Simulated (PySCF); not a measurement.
Simulated absorption spectrum

Compound: C3HF7.
Geometry (PBE0-D3(BJ)/def2-SVP, Å), atoms numbered from 1 in this order:
```xyz
11
C3HF7 angstrom
F     -0.2151    0.7767   -1.8527
C      0.4597    1.0359   -0.7269
F     -0.1525    2.0228   -0.0636
C      0.5212   -0.2243    0.1452
F      1.1841   -1.1656   -0.5431
F      1.2166    0.0758    1.2517
C     -0.8310   -0.8241    0.5832
F     -1.5182    0.0543    1.2981
F     -1.5455   -1.1763   -0.4749
F     -0.6080   -1.8989    1.3255
H      1.4941    1.3375   -0.9729
```

Computed, not measured: TDDFT B3LYP/def2-SVPD, vertical, gas phase, core orbitals frozen in the response in PySCF.

Computed states:

```csv
state,E (eV),f
S1,9.31,0.042
S2,9.31,0.021
S3,9.80,0.0086
S4,10.36,0.074
S5,10.86,0.0024
S6,10.92,0.0035
S7,11.28,0.0056
S8,11.30,0.0049
S9,11.35,0.0023
S10,11.37,0.025
```

Each state is given a Gaussian of 0.4 eV full width at half maximum, with ε(max) = 2.175×10⁸ f / Δν̃ (Δν̃ the width in cm⁻¹). The width is an assumption, not a result. The curve ends short of the highest state used, and states not computed would add to its high-energy end.

Question: Give the broadened spectrum and its maxima.

Answer: 
(E (eV), ε (L mol⁻¹ cm⁻¹)): (8.71, 9), (8.75, 19), (8.80, 48), (8.85, 112), (8.90, 237), (8.95, 460), (8.99, 735), (9.04, 1222), (9.09, 1862), (9.14, 2602), (9.19, 3335), (9.23, 3822), (9.28, 4194), (9.33, 4225), (9.38, 3912), (9.43, 3340), (9.47, 2789), (9.52, 2106), (9.57, 1533), (9.62, 1125), (9.67, 879), (9.71, 771), (9.76, 700), (9.81, 659), (9.86, 629), (9.91, 624), (9.95, 664), (10.00, 818), (10.05, 1144), (10.10, 1678), (10.15, 2409), (10.19, 3086), (10.24, 3934), (10.29, 4622), (10.34, 4990), (10.39, 4945), (10.43, 4617), (10.48, 3927), (10.53, 3077), (10.58, 2238), (10.63, 1536), (10.67, 1116), (10.72, 769), (10.77, 585)

Maxima: 133 nm (9.31 eV), ε about 4300, made up of S1 (67%) and S2 (33%); 120 nm (10.36 eV), ε about 5000, made up of S4 (100%) (ε in L mol⁻¹ cm⁻¹; maxima over ε = 5, shares over 10%).

Question: Coming from long wavelengths, where does ε first pass 100 L mol⁻¹ cm⁻¹?

Answer: At about 140 nm (8.84 eV), 0.46 eV below S1.

Question: What would ε be at 10.36 eV, the highest of these maxima, with half the width (0.2 eV)?

Answer: About 10000 L mol⁻¹ cm⁻¹ against 5020, a factor of about 2.00; a lone state at its own centre would give exactly 2.

The vertical ionisation energy (ΔSCF) is 12.64 eV, 1.27 eV above S10.

One conformer stands for the species.
